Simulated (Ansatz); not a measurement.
Reactions of GeH$_{8}$N$_{2}$SSi, SMILES `N[SiH2][S][GeH2][NH2]`.

Isolated molecules relaxed with PBE0-D4/def2-TZVP in Ansatz; ΔE leaves out vibrations. CBS: MP2 limit from def2 TZ/QZ plus the TZ coupled-cluster correction, frozen cores. This one scheme is used for every species, atoms too. Functionals use def2-TZVPP. No spin–orbit coupling; open shells (•) take unrestricted orbitals. Spin–orbit coupling would lower the free atoms: a little for S, Si; clearly for Ge. Bonds to Ge are less sure, by a few kJ/mol each and by 10 to 20 or more in all where they break to atoms, as the def2 sets lack core-valence functions. Scalar relativity is left out up to krypton. One conformer a species, not always the lowest.

```
                                                                         reaction  CCSD(T)/CBS(def2) (kJ/mol)
                          `N[SiH2][S][GeH2][NH2]` + H₂ → `N[SiH2][S][GeH3]` + NH₃                          -5
  `N[SiH2][S][GeH2][NH2]` + `N[SiH](O)F` → `[NH2][GeH2][O][SiH](N)F` + `N[SiH2]S`                           8
   `N[SiH2][S][GeH2][NH2]` + `N[SiH](O)O` → `[NH2][GeH2][Si](N)(O)O` + `N[SiH2]S`                           ?
                `N[SiH2][S][GeH2][NH2]` + `OBF` → `[NH2][GeH2][O]BF` + `N[SiH2]S`                          23
                   `N[SiH2][S][GeH2][NH2]` + HCl → `[NH2][GeH2][Cl]` + `N[SiH2]S`                         -18
                           `N[SiH2][S][GeH2][NH2]` → Ge• + 8 H• + 2 N• + S• + Si•                        4139
`N[SiH2][S][GeH2][NH2]` + `N[SiH](O)Cl` → `[NH2][GeH2][O][SiH](N)Cl` + `N[SiH2]S`                           ?
                              `N[SiH2][S][GeH2][NH2]` → `[NH2][GeH]` + `N[SiH2]S`                         150
```

Fill in the missing values. (Estimate.)

Ansatz gave: `N[SiH2][S][GeH2][NH2]` + `N[SiH](O)O` → `[NH2][GeH2][Si](N)(O)O` + `N[SiH2]S`: +68.6 kJ/mol; `N[SiH2][S][GeH2][NH2]` + `N[SiH](O)Cl` → `[NH2][GeH2][O][SiH](N)Cl` + `N[SiH2]S`: +6.7 kJ/mol.

Largest T1 diagnostic: 0.015, for `[NH2][GeH]`.
